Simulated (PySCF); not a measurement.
Two species compared at the same levels of theory.

First species: C₅H₇F.
Z-matrix (Å and degrees, GFN2-xTB geometry), rows numbered from 1:
```
F 
C   1  1.3680
C   2  1.5091  1  117.81
C   2  1.4731  1  118.93  3   -68.91
C   4  1.4796  2  137.46  3  -130.39
C   4  1.4806  2  137.40  3   131.65
H   2  1.0840  1  109.67  3   144.02
H   3  1.0804  2  118.03  4  -109.51
H   3  1.0804  2  117.02  4   107.84
H   5  1.0802  4  118.32  6  -107.97
H   5  1.0800  4  118.16  6   108.04
H   6  1.0802  4  118.51  5  -107.88
H   6  1.0803  4  118.17  5   107.83
```

Second species: C4H8OSi2.
InChI=1S/C4H8OSi2/c6-7-4-2-1-3-5-4/h1-3H,7H2,6H3

Levels: wB97X-D/def2-SVPD for dipole moment, HOMO energy, LUMO energy, HOMO–LUMO gap, static isotropic polarisability and electronic spatial extent ⟨r²⟩ about the centre of nuclear charge; TDDFT wB97X-D/def2-SVPD for lowest singlet excitation; TDA wB97X-D/def2-SVPD for lowest triplet excitation (Tamm–Dancoff); GFN2-xTB for rotational constant A and rotational constant C. Geometries: GFN2-xTB. Each species is one conformer at its optimised geometry, gas phase, non-relativistic unless stated; the electronic structure was computed with PySCF and density fitting.

Dipoles, sizes and rotational constants follow the conformer. The torsions of the flexible species, by atom-mapped SMILES:
- `[SiH3:1][SiH2:2][c:3]1[cH:4][cH:5][cH:6][o:7]1`: Si1–Si2–C3–C4 -115°

```json
{"property": "dipole moment", "column X": "1.92 D", "column Y": "0.94 D"}
{"property": "HOMO energy", "column X": "-9.78 eV", "column Y": "-8.46 eV"}
{"property": "LUMO energy", "column X": "2.50 eV", "column Y": "1.34 eV"}
{"property": "HOMO–LUMO gap", "column X": "12.28 eV", "column Y": "9.80 eV"}
{"property": "lowest singlet excitation", "column X": "8.00 eV", "column Y": "5.80 eV"}
{"property": "lowest triplet excitation (Tamm–Dancoff)", "column X": "7.68 eV", "column Y": "3.93 eV"}
{"property": "static isotropic polarisability", "column X": "56.4 au", "column Y": "105.2 au"}
{"property": "electronic spatial extent ⟨r²⟩ about the centre of nuclear charge", "column X": "552 bohr²", "column Y": "1370 bohr²"}
{"property": "rotational constant A", "column X": "6.925 GHz", "column Y": "4.105 GHz"}
{"property": "rotational constant C", "column X": "2.444 GHz", "column Y": "0.876 GHz"}
```

**Question.** Which column belongs to which species?

**Answer.** Column X is the first species and column Y the second. The first has 13 atoms and 46 electrons, the second 15 and 68.

**Question.** How does each property change from the first species to the second?

**Answer.** dipole moment -0.98 D; HOMO energy +1.32 eV; LUMO energy -1.16 eV; HOMO–LUMO gap -2.48 eV; lowest singlet excitation -2.20 eV; lowest triplet excitation (Tamm–Dancoff) -3.75 eV; static isotropic polarisability +48.8 au; electronic spatial extent ⟨r²⟩ about the centre of nuclear charge +818 bohr²; rotational constant A -2.820 GHz; rotational constant C -1.568 GHz.

On the first: No computed singlet falls in the visible range (750 to 380 nm, 1.65 to 3.26 eV); S1 lies 4.74 eV above its blue end.

On the second: The 8 singlets span 5.80 to 7.62 eV, and their oscillator strengths add up to 0.48. S1 lies 4.00 eV below the HOMO–LUMO gap; its leading configuration is HOMO→LUMO, weight 0.95.
